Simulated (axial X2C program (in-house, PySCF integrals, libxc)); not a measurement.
## What spin–orbit coupling does to LiCs⁻

Computed with an axial X2C code built on PySCF integrals. Spin-free means the one-electron spin-free X2C Hamiltonian; two-component (2c) means X2C with spin–orbit coupling and atomic mean-field two-electron Coulomb and Gaunt terms, so the difference of the two also holds small scalar two-electron terms. Basis: Cs dyall-acv3z [16s16p10d4f1g], Li dyall-av3z [9s9p3d] (cores contracted in-house); Gaussian nuclei, density fitting, unrestricted open shells. Masses: Cs 132.905 u, Li 7.016 u.

Spin-free state: M_S = 1/2, Λ = 0 (beyond evenly filled blocks: σα); fragments Cs + Li-.

```tsv
level	Re (Å)	ωe (cm⁻¹)	De (eV)	μ (D)
PBE0	4.151	117.7	0.649	-5.15
BHandHLYP	4.197	112.4	0.521	-5.10
```

Dipoles are positive if Li is the positive end and refer to the centre of mass.

Two-component determinant lowest at the distance of the search:

Ω = 1/2 (⟨Sz⟩ = 0.50, ⟨Lz⟩ = 0.00 at PBE0); fragments Cs + Li-.

| level | Re (Å) | ωe (cm⁻¹) | De (eV) | μ (D) |
| --- | --- | --- | --- | --- |
| PBE0 | 4.149 | 117.8 | 0.650 | -5.15 |
| BHandHLYP | 4.196 | 112.4 | 0.521 | -5.11 |

Q: From the two tables, how do the constants change at the PBE0 level (2c against spin-free)?

A: At the PBE0 level Re falls by 0.002 Å and ωe doesn't move by more than 0.2 cm⁻¹; De changes by 0.001 eV.

Occupations by symmetry block were frozen at the best pattern of an incomplete PBE0 search. De is counted from the lowest determinant-based energies of the atoms at the same level, without counterpoise correction. Density functionals use the spin component along the axis (collinear). PBE0 can misorder states that lie within some tenths of an eV, so this need not be the ground state of the molecule. The nearest other spin-free determinant of the search, M_S = 1/2, Λ = 1, lies 0.48 eV up at the distance of the search. The highest occupied level of some functionals is positive through self-interaction error; at Hartree–Fock it is bound. The determinant is spin-polarised beyond a pure state at some levels (its spin-free form has ⟨S²⟩ too high), which makes Re and μ there less reliable.
